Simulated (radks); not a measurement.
Values are calculated unless marked as measured or tabulated.
Mean orbital radii <r> (bohr) of the thulium ion Tm+, [Xe] 4f13 6s1, at several levels of relativity; Dirac values are averaged over j with weights 2j + 1. Spin-unpolarised spherical Kohn-Sham, LDA (Slater exchange, Perdew-Wang correlation), point nucleus unless stated (finite: rms radius 5.2256 fm), a radial shooting solver on a logarithmic mesh with Libxc functionals. A level marked "c x" has the speed of light scaled by that factor and shares open shells by 2j + 1; other Dirac levels either fill j = l - 1/2 first or share by 2j + 1.

| shell | non-rel. | Dirac, low j first | Dirac, c x 10 | Dirac, c x 100 | change of magnitude, last against first (%) |
|---|---|---|---|---|---|
| 2s | 0.09319 | 0.08434 | 0.09311 | 0.09319 | 0.00 |
| 2p | 0.07890 | 0.07502 | 0.07886 | 0.07890 | 0.00 |
| 3s | 0.2386 | 0.2207 | 0.2384 | 0.2385 | 0.00 |
| 3p | 0.2283 | 0.2197 | 0.2282 | 0.2283 | 0.00 |
| 3d | 0.2012 | 0.1999 | 0.2012 | 0.2012 | 0.00 |
| 4s | 0.5368 | 0.4980 | 0.5364 | 0.5368 | 0.00 |
| 4p | 0.5473 | 0.5278 | 0.5471 | 0.5473 | 0.00 |
| 4d | 0.5743 | 0.5723 | 0.5742 | 0.5743 | 0.00 |
| 5s | 1.340 | 1.231 | 1.339 | 1.340 | 0.00 |
| 5p | 1.525 | 1.469 | 1.524 | 1.525 | 0.00 |
| 4f | 0.7631 | 0.8072 | 0.7635 | 0.7631 | 0.00 |
| 6s | 3.810 | 3.542 | 3.808 | 3.810 | 0.00 |
